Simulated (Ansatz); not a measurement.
`C[CH](F)[InH][F]` + `FC(F)Cl` → `[F][InH][Cl]` + `CC(F)C(F)F` at 500 K and 1 bar (formal exchange of groups at the In–C bond).

Gas-phase electronic energies from Ansatz, PBE0-D4/def2-TZVP geometries. CCSD(T)/CBS is the MP2 limit (def2-TZVPP, def2-QZVPP) plus CCSD(T) − MP2 in def2-TZVPP, frozen cores. Elements past krypton have def2 core potentials. For In outer-core shells are correlated without core-valence functions, which leaves a few kJ/mol of doubt a bond. Each species was taken in one conformer, which may not be the lowest.

```tsv
species	CCSD(T)/CBS energy (Eh)	H − E (kJ/mol)	S (J/(mol·K))
`C[CH](F)[InH][F]`	-468.51677	217.3	437.8
`FC(F)Cl`	-698.00348	87.3	314.0
`[F][InH][Cl]`	-750.05448	51.4	343.5
`CC(F)C(F)F`	-416.54034	257.1	390.0
```

H − E and S are ideal-gas, rigid-rotor, harmonic terms from PBE0-D4/def2-TZVP, for one conformer and one mirror image of each species. 1 Eh = 2625.50 kJ/mol, R = 8.31446 J/(mol·K).

**Question.** By hand: ΔE, ΔH, ΔS and ΔG.

**Answer.** ΔE = (-750.05448) + (-416.54034) − (-468.51677) − (-698.00348) = -0.07457 Eh = -195.8 kJ/mol. Δ(H − E) = 51.4 + 257.1 − 217.3 − 87.3 = 3.9, so ΔH = -191.9 kJ/mol. ΔS = 343.5 + 390.0 − 437.8 − 314.0 = -18.3 J/(mol·K). ΔG = -191.9 − 500 × (-18.3)/1000 = -182.8 kJ/mol.

**Question.** By hand: the equilibrium constant, and the temperature at which ΔG would vanish if ΔH and ΔS stayed fixed.

**Answer.** log₁₀ K = −ΔG/(RT ln 10) = 19.1. ΔG = 0 at ΔH/ΔS = 10486 K, far beyond where these terms or the molecules hold.

ΔH outweighs TΔS. A doubt of 5 kJ/mol in ΔE shifts log₁₀ K by 0.5 here. Other conformers and mirror images would add mixing entropy, several J/(mol·K) or more a flexible species. Modes under 60 cm⁻¹, often nearly free rotors, make the harmonic entropy too high. These are equilibria of isolated gas molecules and say nothing of rates. Largest T1 diagnostic: 0.015 (customary marks: 0.02 for closed shells, 0.045 for open ones).
